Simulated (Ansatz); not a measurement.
Species: Cu$_{2}$, charge 0, multiplicity 1. SMILES: [Cu][Cu]
Structure (B3LYP-D3(BJ)/def2-TZVP (Ansatz, a quantum-chemistry and plane-wave program) minimum search):
```xyz
2

Cu     0.0000     0.0000    -1.1457
Cu     0.0000     0.0000     1.1457
```

Problem. Give the harmonic wavenumbers at B3LYP-D3(BJ)/def2-TZVP (Ansatz, finite differences of forces, unscaled).

Solution. 243 cm⁻¹. Zero-point energy 0.3 kcal/mol.

Problem. From these and the geometry, give the ideal-gas thermochemistry at 298.15 K and 1 atm (rigid rotor, harmonic oscillator).

Solution. Point group D∞h, rotational symmetry number 2. Rotational constants 3.029, 3.029 GHz. S(trans) 40.43, S(rot) 15.76, S(vib) 1.78, S(elec, spin only) 0.00, S 58.0 cal/(mol K). H(298) - H(0) 2.39 kcal/mol; G - E(el) -14.6 kcal/mol.
